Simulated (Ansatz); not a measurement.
C2H7BO2S can be A, `CB(O)SCO`, or B, `CCSB(O)O`.

Computed with Ansatz on PBE0-D4/def2-TZVP structures; ΔE is electronic, products minus reactants. CCSD(T)/CBS is the MP2 limit (def2-TZVPP, def2-QZVPP) plus CCSD(T) − MP2 in def2-TZVPP, frozen cores. Functionals use def2-TZVPP. B3LYP here is the variant with VWN-RPA as its local correlation; programs differ in this. One conformer a species, not always the lowest.

(1) Which isomer does CCSD(T)/CBS put lower? Give the gap. (Best estimate.)

(2) Give E(B) − E(A) in kJ/mol with ωB97M-V, PBE-D4, B3LYP, B2PLYP, MP2/def2-TZVPP, r2SCAN-D4, PBE0-D4. (Estimate.)

Largest T1 diagnostic: 0.012.

## Answers

(1) Ansatz gave: B, by 162.5 kJ/mol.

(2) The calculation gave: ωB97M-V -159.8, PBE-D4 -148.0, B3LYP -158.0, B2PLYP -162.1, MP2/def2-TZVPP -167.9, r2SCAN-D4 -156.9, PBE0-D4 -155.9. None reverses the order clearly.

In def2-TZVPP, CCSD(T) changes the Hartree–Fock value by +10.7 kJ/mol (the triples alone add +2.4 kJ/mol) and MP2 by +5.5 kJ/mol. From PBE to PBE0 (25 % exact exchange), in def2-TZVPP and without D4, E(B) − E(A) moves by −7.9 kJ/mol.
